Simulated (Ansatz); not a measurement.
A nudged elastic band was laid between two geometries of CH$_{6}$AlO$_{2}$ (10 atoms, charge 1, multiplicity 1).

All numbers below come from Ansatz, RHF/STO-3G.

```yaml
movable_images: 5
climbing_image: yes
spring: 5.0 eV/Å²
optimiser: quadratic models (default)
start_path: IDPP
force_threshold: 0.05 eV/Å
iteration_limit: 60
end_points: relaxed
```

Initial state:

```xyz
10
Properties=species:S:1:pos:R:3
C -0.987 0.211 -1.207
Al 0.167 -0.418 0.125
O 0.942 -1.679 0.829
O 0.785 0.878 1.191
H -0.450 0.767 -1.965
H -1.747 0.867 -0.800
H -1.497 -0.604 -1.704
H 0.790 -2.564 0.442
H 0.594 1.837 1.157
H 1.401 0.705 1.931
```

Final state:

```xyz
10
Properties=species:S:1:pos:R:3
C -0.707 0.394 -1.350
Al 0.368 -0.283 0.024
O 1.645 -1.204 0.478
O -0.126 0.272 1.651
H -0.606 -0.193 -2.254
H -0.435 1.413 -1.596
H -1.755 0.393 -1.078
H 2.140 -1.658 -0.233
H -0.866 0.863 1.894
H 0.344 0.003 2.466
```

Task: Which bonds break or form, and what moves?

Result: No bond is made or broken. The dihedral H6–C1–Al2–O3 goes from 132 to -100°.

Task: Give the energies along the band, and the barrier.

Result: The forces met the threshold. The highest image is number 2 of 0 to 6, 0.4 kJ/mol above the ends, which have the same energy within 2 meV. The top lies less than 8 meV above the higher end, about what the thresholds resolve: the motion is nearly free. A vibrational analysis at the climbing image gives one clearly imaginary mode, 55i cm⁻¹: a first-order saddle point. Limits of this set-up: minimal basis.

| image | path coordinate (Å) | energy (kJ/mol) | dihedral H6–C1–Al2–O3 (°) |
| --- | --- | --- | --- |
| 0 | 0.00 | 0.0 | 132 |
| 1 | 0.59 | 0.2 | 153 |
| 2 | 1.19 | 0.4 | 175 |
| 3 | 1.77 | 0.3 | -165 |
| 4 | 2.36 | 0.1 | -144 |
| 5 | 2.94 | 0.0 | -122 |
| 6 | 3.53 | 0.1 | -100 |

Task: What is the geometry of the highest image?

Result: 
```xyz
10
Properties=species:S:1:pos:R:3
C -0.882 0.263 -1.278
Al 0.274 -0.367 0.052
O 1.330 -1.515 0.556
O 0.356 0.689 1.493
H -0.339 0.525 -2.178
H -1.428 1.142 -0.961
H -1.611 -0.490 -1.553
H 1.494 -2.259 -0.057
H -0.116 1.528 1.663
H 0.922 0.484 2.264
```

Time of the run: 30 s on 1 thread of AMD EPYC (Zen 3) (shared host), peak memory 0.09 GiB.
